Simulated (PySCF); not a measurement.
# One molecule, several mistakes: B3FH4

Calculated results; nothing here was measured. They come from PySCF 2.14.0, an open-source quantum chemistry program, on an isolated molecule that a program drew, which may never have been made. The molecule is B3FH4 (charge 0, singlet), drawn as the SMILES string `BB(B)F`.

Each row is a Hartree-Fock (HF) and frozen-core CCSD(T) single point in the cc-pVDZ basis, meant for a local HF minimum. Run 1 is clean. Each other run has one planted mistake out of seven kinds, and not every kind appears here: one electron removed, one electron added, multiplicity raised by two, geometry at a saddle point, minimal basis STO-3G, one bond length entered in bohr, all coordinates scaled. The reference is restricted for singlets and unrestricted otherwise, and also for a bond in bohr. Adding or removing an electron swaps singlet and doublet. Electrons count all cores. HOMO and LUMO are orbital energies over both spins, the gradient is its largest component, and the lowest frequency (negative if imaginary) is given only where the gradient is small. Bond lengths are over the 7 bonds as drawn. T1 is the CCSD diagnostic: over 0.02 (restricted) or 0.045 (unrestricted) a single reference is doubtful.

Geometry of the clean run:
```xyz
8
B3FH4, angstrom
B    -3.7026   -0.1716    0.9956
B    -2.1879    0.5411    1.3560
B    -0.7237    0.2006    0.5360
F    -2.1447    1.4410    2.3650
H    -4.0559   -1.1968    1.5152
H    -4.4501    0.3117    0.1871
H     0.0035   -0.6897    0.8888
H    -0.3892    0.8195   -0.4391
```

```
run,electrons,basis functions,<S^2>,HOMO (eV),LUMO (eV),gradient (hartree/bohr),lowest frequency (cm^-1),mean bond (Å),longest bond (Å),T1,HF (hartree),CCSD(T) (hartree),mistake
1,28,76,0.000,-10.80,0.99,7.9e-06,199,1.3696,1.712,0.0140,-175.80342,-176.28133,no fault
2,27,76,0.781,-19.57,-8.25,8.6e-02,-,1.3696,1.712,0.0223,-175.45353,-175.91760,one electron removed
3,28,76,0.000,-10.70,0.02,1.5e-05,-276,1.3807,1.757,0.0143,-175.78617,-176.26453,?
4,28,76,0.864,-9.30,1.30,1.7e-02,-,1.5873,3.236,0.0362,-175.68719,-176.14961,?
```

**Which mistake was planted in run 3, and what did it cost?**

The gradient is small, so the point is stationary, but the lowest frequency is imaginary (-276 cm^-1). So the mistake is: geometry at a saddle point. Subtracting run 1 and multiplying by 627.51 kcal/mol a hartree, the energy moved by 10.8 kcal/mol in HF and 10.5 kcal/mol in CCSD(T).

**Which mistake was planted in run 4, and what did it cost?**

The mean bond changes by a factor of 1.159 and the longest by 1.890, so the molecule wasn't scaled as a whole. A length L in bohr read as angstrom grows by (1/0.5292 - 1) L = 0.890 L. The 7 bonds together grew by 7 x 0.2177 = 1.524 Å, which gives L = 1.713 Å. That is the length of one of the B-B bonds, 1.712 Å in the clean geometry. So the mistake is: one bond length entered in bohr. Subtracting run 1 and multiplying by 627.51 kcal/mol a hartree, the energy moved by 72.9 kcal/mol in HF and 82.7 kcal/mol in CCSD(T).

